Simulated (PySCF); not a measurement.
**Te: ionisation energy**

Te [Kr] 4d10 5s2 5p4 (3P) → Te⁺ [Kr] 4d10 5s2 5p3 (4S), as a difference of total energies. All numbers are calculated (PySCF 2.14, the spin-free X2C one-electron Hamiltonian (Gaussian nucleus), in ANO-RCC-VTZP). Correlated levels: valence and next inner shell: [Ar] 3d10 frozen. The calculations carry no spin-orbit coupling.

```json
{"method": "UHF", "ionisation energy (eV)": "7.771", "error (eV)": "-0.978"}
{"method": "MP2 (valence and next inner shell)", "ionisation energy (eV)": "8.473", "error (eV)": "-0.276"}
{"method": "SCS-MP2 (valence and next inner shell)", "ionisation energy (eV)": "8.490", "error (eV)": "-0.259"}
{"method": "CCSD (valence and next inner shell)", "ionisation energy (eV)": "8.558", "error (eV)": "-0.191"}
{"method": "CCSD(T) (valence and next inner shell)", "ionisation energy (eV)": "8.593", "error (eV)": "-0.156"}
```

Reference: 8.749 eV (measured; NIST levels, between the centres of gravity of the two terms).

Errors of the correlated levels include the incompleteness of this basis and the frozen core.
